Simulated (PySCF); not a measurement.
TeMe2, C2H6Te.
Geometry (PBE0-D3(BJ)/def2-SVP, Å), atoms numbered from 1 in this order:
```xyz
9
C2H6Te angstrom
Te     0.006    0.009   -1.466
C      1.569   -0.015    0.013
H      1.495   -0.926    0.621
H      1.496    0.878    0.647
H      2.531   -0.007   -0.518
C     -1.570    0.015    0.000
H     -1.511    0.926    0.609
H     -1.492   -0.878    0.633
H     -2.526   -0.003   -0.539
```

The closed-shell ground state was solved at several levels (PySCF, density fitting, gas phase). Atoms past krypton carry effective core potentials; spin–orbit coupling is left out.

```csv
level,basis functions,total energy (Eh),HOMO (eV),LUMO (eV),gap (eV),dipole (D)
KT2/pcSseg-1 (def2-TZVP on Te),114,-350.7642,-4.70,-1.37,3.33,1.24
PBE0/pcSseg-1 (def2-TZVP on Te),114,-347.7381,-5.68,-0.42,5.26,1.26
```

Q: What might CAM-B3LYP/def2-SVPD (123 basis functions) give for the same quantities?

A: Total energy -347.7127 Eh, HOMO -6.90 eV, LUMO 0.23 eV, gap 7.13 eV, dipole 1.24 D.

Q: Over all these levels, which gives the widest orbital gap and which the narrowest?

A: CAM-B3LYP/def2-SVPD (range-separated hybrid) has the widest, 7.13 eV, and KT2/pcSseg-1 (def2-TZVP on Te) (GGA) the narrowest, 3.33 eV. Functional and basis both differ between the two, so the spread mixes both effects.

Q: How far do the dipole and the HOMO energy spread over the levels?

A: The dipole runs from 1.24 to 1.26 D (mean 1.25 D) and the HOMO from -6.90 to -4.70 eV.
